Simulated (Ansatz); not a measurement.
Isolated molecules relaxed with PBE0-D4/def2-TZVP in Ansatz; ΔE leaves out vibrations. CCSD(T)/CBS is the MP2 limit (def2-TZVPP, def2-QZVPP) plus CCSD(T) − MP2 in def2-TZVPP, frozen cores. This one scheme is used for every species. Functionals use def2-TZVPP. B3LYP here is the variant with VWN-RPA as its local correlation; programs differ in this. For Se outer-core shells are correlated without core-valence functions, which leaves a few kJ/mol of doubt a bond. Scalar relativity is left out up to krypton. One conformer a species, not always the lowest.

Consider the formal exchange of groups at the Se–Si bond: `C[Se][SiH](O)F` + `CC#N` → `C[Se]CC#N` + `O[SiH2]F`.

```tsv
level	ΔE (kcal/mol)	difference from CCSD(T)/CBS
PBE0-D4	28.9	1.4
ωB97M-V	28.1	0.6
PBE	28.1	0.6
B3LYP	27.3	-0.2
SCS-MP2/def2-TZVPP	25.4	-2.1
CCSD/def2-TZVPP	26.5	-1.0
HF/def2-QZVPP	27.6	0.1
HF/CBS(def2)	27.6	0.1
MP2/CBS(def2)	27.5	0.0
CCSD/CBS(def2)	27.8	0.3
CCSD(T)/CBS	27.5	0
```

Largest T1 diagnostic among the species: 0.012.

In def2-TZVPP, CCSD(T) changes the Hartree–Fock value by −1.6 kcal/mol (the triples alone add −0.2 kcal/mol) and MP2 by −1.6 kcal/mol.
